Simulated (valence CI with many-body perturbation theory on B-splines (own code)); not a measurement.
# Missing levels of Ho34+

Calculated by valence CI with perturbative core correlation (CI+MBPT): five valence electrons over a frozen Dirac-Fock core [Ar] 3d10, a basis of 9 s, 9 p, 8 d, 6 f, 3 g, 1 h functions for each j, with the one-electron correlation potential Σ1 (screened to all orders), the two-electron term Σ2, the three-electron term Σ3, Breit, model QED; selected single and double excitations, second order for the rest (own B-spline code, finite nucleus).

No measured spectrum was set against this ion. As an estimate, large intervals hold to a few tenths of a per cent, small ones and those within an open d or f shell to about a per cent. Among the levels kept, up to 300 cm⁻¹ of a level comes from second order outside the variational space, and about a tenth of that is noise between levels of different J, which matters for small intervals.

| Level | E (eV) |
| --- | --- |
| (4s^2 4p1/2^2 4p3/2) J=3/2 | 0.00 |
| (4s^2 4p1/2 4p3/2^2) J=3/2 | 50.34 |
| (4s^2 4p1/2 4p3/2^2) J=5/2 | 55.04 |
| (4s^2 4p1/2 4p3/2^2) J=1/2 | 60.93 |
| (4s^2 4p3/2^3) J=3/2 | 112.07 |
| (4s^2 4p1/2^2 4d3/2) J=3/2 | 128.12 |
| (4s 4p1/2^2 4p3/2^2) J=5/2 | ? |
| (4s 4p1/2^2 4p3/2^2) J=1/2 | 143.48 |
| (4s 4p1/2^2 4p3/2^2) J=3/2 | ? |
| (4s^2 4p1/2^2 4d5/2) J=5/2 | 148.31 |
| (4s^2 4p1/2 4p3/2 4d3/2) J=3/2 [a] | 178.14 |
| (4s^2 4p1/2 4p3/2 4d3/2) J=5/2 [a] | 178.96 |
| (4s^2 4p1/2 4p3/2 4d3/2) J=1/2 [a] | 179.16 |
| (4s 4p1/2 4p3/2^3) J=3/2 | ? |
| (4s^2 4p1/2 4p3/2 4d3/2) J=7/2 | 183.77 |
| (4s 4p1/2 4p3/2^3) J=5/2 | 186.99 |
| (4s^2 4p1/2 4p3/2 4d5/2) J=7/2 [a] | ? |
| (4s^2 4p1/2 4p3/2 4d3/2) J=1/2 [b] | ? |
| (4s^2 4p1/2 4p3/2 4d3/2) J=5/2 [b] | 195.74 |
| (4s^2 4p1/2 4p3/2 4d5/2) J=9/2 | ? |

Levels are named by their leading jj configuration (3d3/2^4 stands for four electrons in 3d with j = 3/2), which in mixed levels can hold well under half, so a name can repeat and another be missing. Letters in brackets count levels of one name in rising energy.

The levels stand in rising order. What does the calculation give for the missing energies?

(4s 4p1/2^2 4p3/2^2) J=5/2 128.64; (4s 4p1/2^2 4p3/2^2) J=3/2 146.33; (4s 4p1/2 4p3/2^3) J=3/2 181.42; (4s^2 4p1/2 4p3/2 4d5/2) J=7/2 [a] 190.93; (4s^2 4p1/2 4p3/2 4d3/2) J=1/2 [b] 194.72; (4s^2 4p1/2 4p3/2 4d5/2) J=9/2 196.01.
